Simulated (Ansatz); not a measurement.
Abstraction of F: SnH2F2 + SiH(SiH2)F2 → SnH2F + Si2H3F3

Species: SnH2F2 `[F][SnH2][F]`, singlet; SiH(SiH2)F2, doublet; SnH2F `[F][SnH2]`, doublet; Si2H3F3 `F[SiH2][SiH](F)F`, singlet. A radical takes F: the energy is the difference in strength between the Sn–F bond broken and the Si–F bond made.

Shapes, held fixed at every level: PBE0-D4/def2-TZVP. Flexible molecules stand in one conformer, not always the lowest. Programs: Ansatz 0.2.0. Electronic energies: no zero-point or thermal term.

```json
{"level": "HF/def2-TZVPP", "kind": "Hartree–Fock", "ΔE (kJ/mol)": "-116.1", "less CCSD(T)/def2-TZVPP": "-10.1"}
{"level": "r2SCAN-D4/def2-TZVPP", "kind": "meta-GGA", "ΔE (kJ/mol)": "-102.3", "less CCSD(T)/def2-TZVPP": "+3.7"}
{"level": "PBE0-D4/def2-TZVPP", "kind": "global hybrid", "ΔE (kJ/mol)": "-103.7", "less CCSD(T)/def2-TZVPP": "+2.3"}
{"level": "wB97M-V/def2-TZVPP", "kind": "range-separated hybrid", "ΔE (kJ/mol)": "-114.9", "less CCSD(T)/def2-TZVPP": "-8.9"}
{"level": "wB97X-V/def2-TZVPP", "kind": "range-separated hybrid", "ΔE (kJ/mol)": "-106.6", "less CCSD(T)/def2-TZVPP": "-0.6"}
{"level": "B2PLYP/def2-TZVPP", "kind": "double hybrid", "ΔE (kJ/mol)": "-111.7", "less CCSD(T)/def2-TZVPP": "-5.7"}
{"level": "CCSD(T)/def2-TZVPP", "kind": "coupled cluster or CI", "ΔE (kJ/mol)": "-106.0", "less CCSD(T)/def2-TZVPP": "0.0"}
```

The highest level, CCSD(T)/def2-TZVPP, gives ΔE = -106.0 kJ/mol; the levels span -116.1 to -102.3. The column of differences is taken from that level and isn't an error. No measured value is set beside it here. Open shells run unrestricted. For atoms past krypton def2 sets carry core potentials with scalar relativity. Outer-core shells of Sn are correlated, in sets that cover them unevenly.
